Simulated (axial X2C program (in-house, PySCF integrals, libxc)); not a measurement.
# Potential curves of CrF, two-component

Computed with an in-house all-electron X2C program for linear molecules (integrals from PySCF). Two-component (2c) means X2C with spin–orbit coupling and atomic mean-field two-electron Coulomb and Gaunt terms. Basis: Cr dyall-cv3z [9s10p6d3f2g], F dyall-av3z [7s6p3d2f] (cores contracted in-house); Gaussian nuclei, density fitting, unrestricted open shells. Masses: Cr 51.941 u, F 18.998 u.

State: Ω = 5/2 (⟨Sz⟩ = 2.50, ⟨Lz⟩ = 0.00 at HF). Energies in eV from the fragments at the same level (Cr + F). Fits are polynomials in 1 − R0/R over 0.85 to 1.23 times the lowest point R0.

```tsv
R (Å)	HF	PBE0
1.5512	-2.1867	-3.8794
1.6225	-2.8748	-4.4216
1.6760	-3.1881	-4.6505
1.7295	-3.3701	-4.7667
1.7830	-3.4510	-4.7979
1.8454	-3.4490	-4.7554
1.9078	-3.3709	-4.6527
1.9880	-3.1937	-4.4631
2.0861	-2.9038	-4.1811
2.2287	-2.4141	-3.7346
```

Occupations by symmetry block were frozen at the best pattern of an incomplete PBE0 search. Dissociation energies refer to the lowest single-determinant-based atoms at the same level and basis. Density functionals use the spin component along the axis (collinear). In 2c an atomic determinant is not the ground J level, so De misses part of the atomic spin–orbit lowering. This holds for PBE0. The functionals have no current-density term, which raises determinants with orbital currents, atoms included. With several unpaired electrons one determinant need not be a pure state. This is the top spin component of a Σ state; components of lower Ω are not single determinants and can lie lower.

**Question.** What are Re, ωe and De at the HF level?

**Answer.** At HF, 2c: Re = 1.812 Å, ωe ≈ 673 cm⁻¹, De = 3.46 eV to Cr + F; Be follows as 0.369 cm⁻¹.

**Question.** Fit the PBE0 curve near its minimum: give the equilibrium distance, the harmonic wavenumber and the well depth.

**Answer.** At PBE0, 2c: Re = 1.780 Å, ωe ≈ 662 cm⁻¹, De = 4.80 eV to Cr + F; Be follows as 0.383 cm⁻¹.
